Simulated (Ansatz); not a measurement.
C3H9O2Si (SMILES CO[Si](C)(C)[O]), doublet, geometry from GFN2-xTB, with bond 15-5 at 1.8 times its length; CASSCF(3,4)/STO-3G (Ansatz, a first-principles code).

Input for Ansatz:
Ansatz 0.2 input:
```yaml
crystal:
  periodic: [false, false, false]
  atoms:
    - {symbol: C, position_ang: [2.36858340, -0.20238536, -0.17099392]}
    - {symbol: O, position_ang: [1.04835870, -0.26442924, -0.60652506]}
    - {symbol: Si, position_ang: [-0.29307910, 0.10531616, 0.25822837]}
    - {symbol: C, position_ang: [-1.23591537, 1.23728990, -1.03380421]}
    - {symbol: C, position_ang: [-1.39707430, -1.46865526, -0.12208928]}
    - {symbol: O, position_ang: [-0.24181264, 0.58794722, 1.70318141]}
    - {symbol: H, position_ang: [2.42807595, 0.16824904, 0.85273280]}
    - {symbol: H, position_ang: [2.80860609, -1.20196691, -0.22024491]}
    - {symbol: H, position_ang: [2.93094320, 0.46198809, -0.83226852]}
    - {symbol: H, position_ang: [-2.26659058, 1.31189792, -0.72227979]}
    - {symbol: H, position_ang: [-1.15626046, 0.82975212, -2.03076220]}
    - {symbol: H, position_ang: [-0.75725784, 2.20423598, -0.97469961]}
    - {symbol: H, position_ang: [-1.01820508, -2.24999809, 0.52098736]}
    - {symbol: H, position_ang: [-2.41677193, -1.23145590, 0.14022727]}
    - {symbol: H, position_ang: [-1.24999313, -1.98005846, -1.99179696]}
basis:
  gaussian:
    orbitals: STO-3G
hamiltonian:
  xc: hf
correlation: {active_space: {window: {electrons: 3, orbitals: 4}}}
magnetization: {spin_polarized: false, initial_magnetization: 1}
```

The log (banner, timings and long lists left out):

```
Functional definition: HF
583 factors; integrals over basis functions are off by at most 3.9e-5 eV
mean field evaluation 1: about -14969.4524 eV, gradient 3.9e1 eV
mean field evaluation 2: about -14969.6539 eV, gradient 3.9e1 eV
mean field evaluation 4: about -14978.4395 eV, gradient 8.7e0 eV
mean field evaluation 8: about -14980.3023 eV, gradient 7.1e-1 eV
mean field evaluation 16: about -14980.3092 eV, gradient 1.8e-6 eV
mean field evaluation 32: about -14978.9640 eV, gradient 8.7e0 eV
mean field evaluation 64: about -14980.3090 eV, gradient 1.5e-2 eV
mean field -14980.30923641 eV, -550.5162104197 hartree, gradient 1.8e-6 eV, S^2 0.750000; 6 other end points of the search recorded, 0 dependent functions left out
reference -14980.30923641 eV, -550.5162104197 hartree; 29, 28 occupied and 14, 15 virtual orbitals, 583 factors
state -14982.61759335 eV, -550.6010409726 hartree
Total energy: -14982.61759335 eV, -550.6010409726 hartree
```
